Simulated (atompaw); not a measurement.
# lead: PAW (atompaw) pseudisation with PBE, scalar-relativistic reference atom.

```
Element                 : Pb (Z = 82)
Generator               : atompaw 4.2.0.5
Type                    : PAW
Functional              : PBE
Relativity              : scalar-relativistic
Frozen core             : [Xe] 4f14
Valence charge          : 14
Reference configuration : 5d10 6s2 6p2
Partial waves           : 6s (bound): rc 2.15 bohr; 6s channel at 0.25 Ry: rc 2.15 bohr; 6p (bound): rc 2.15 bohr; 6p channel at 0.5 Ry: rc 2.15 bohr; 5d (bound): rc 1.90 bohr; 5d channel at 2.95 Ry: rc 1.90 bohr
Local potential         : bessel scheme, radius 1.45 bohr
Core correction         : smooth core density matched at 2.10 bohr
Augmentation charge     : sinc compensation charge, radius 1.55 bohr; PAW radius 2.15 bohr; waves and projectors: custom polynom vanderbiltortho
```

All-electron outer shells of the reference configuration (PBE, scalar-relativistic, ld1.x):

```tsv
shell	level (eV)	outermost node (bohr)	outermost maximum (bohr)
4f	-132.89	–	0.35
5p	-85.83	0.49	0.88
5d	-21.18	0.52	1.07
6s	-12.04	1.01	1.95
6p	-3.50	1.18	2.67
```

Problem. Does the generator finish with these settings?

Solution. Yes, a potential is produced.

Problem. Estimate the cutoffs (Ry, on a coarse ladder) from which the occupation-weighted sum of valence levels, in a spherical-Bessel basis at the reference potential, stays within 10 and 1 mRy of its value at 400 Ry.

Solution. 45 Ry and 70 Ry.

Problem. What does a ghost test show?

Solution. Ghost states, extra bound levels that the all-electron valence spectrum of the same l lacks: s at -218.1 eV, p at -72.4 eV. A true bound ghost makes a file unfit for plane-wave use.

Problem. Is the overlap operator S = 1 + Σ q|β⟩⟨β| positive definite (Bessel basis up to 400 Ry)?

Solution. Yes: its lowest eigenvalue is 0.06 (s channel).

Problem. Which valence shell sets the plane-wave cutoff?

Solution. 5d: its level needs 45 Ry to come within 1 mRy, against 15 Ry for 6p.
